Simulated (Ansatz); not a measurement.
Compare A (`C[SiH](O)P`) with its isomer B (`CO[SiH2]P`).

Calculated with Ansatz (gas phase, PBE0-D4/def2-TZVP geometries, no zero-point term in ΔE). CCSD(T)/CBS adds triple-zeta CCSD(T) − MP2 to the extrapolated MP2 energy (def2 sets, frozen cores). DFT in def2-TZVPP. B3LYP here is the variant with VWN-RPA as its local correlation; programs differ in this. Each species was taken in one conformer, which may not be the lowest.

**Question.** Which is lower in electronic energy at CCSD(T)/CBS, and by how much? (Best estimate.)

**Answer.** Computed: A, by 24.9 kcal/mol.

**Question.** Give E(B) − E(A) in kcal/mol with MP2/def2-TZVPP, HF/def2-TZVPP, CCSD/def2-TZVPP, ωB97M-V, r2SCAN-D4, B3LYP-D4, PBE0-D4. (Estimate.)

**Answer.** Computed: MP2/def2-TZVPP 25.8, HF/def2-TZVPP 20.7, CCSD/def2-TZVPP 23.8, ωB97M-V 24.7, r2SCAN-D4 25.0, B3LYP-D4 22.9, PBE0-D4 24.6. None reverses the order clearly.

Largest T1 diagnostic: 0.012.

In def2-TZVPP, CCSD(T) changes the Hartree–Fock value by +3.4 kcal/mol (the triples alone add +0.3 kcal/mol) and MP2 by +5.1 kcal/mol.
